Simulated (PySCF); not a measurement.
Computed IR spectrum (relative IR intensity) of a molecule C4H4ClF. The structure is a stationary point at PBE0-D3(BJ)/def2-SVP. The values are those of a single conformer. Calculation: PBE0-D3(BJ)/def2-SVP (PySCF 2.14.0). Frequencies are harmonic and unscaled.

Lines under 2 % of the strongest are left out, and lines within 2 cm⁻¹ are merged.

| ν (cm⁻¹) | relative intensity |
|---|---|
| 335 | 8.6 |
| 392 | 2.4 |
| 656 | 15 |
| 785 | 4.7 |
| 810 | 12 |
| 891 | 36 |
| 921 | 2.4 |
| 1082 | 30 |
| 1251 | 60 |
| 1303 | 46 |
| 1374 | 3.1 |
| 1444 | 36 |
| 1677 | 3.3 |
| 1777 | 100 |
| 3229 | 4.3 |

### Question
Which molecule gave these data?
A. C=C/C(Cl)=C\F
B. F/C=C\C=C/Cl
C. C=C=C(F)CCl
D. C=C(Cl)/C=C\F

### Answer
D, C=C(Cl)/C=C\F
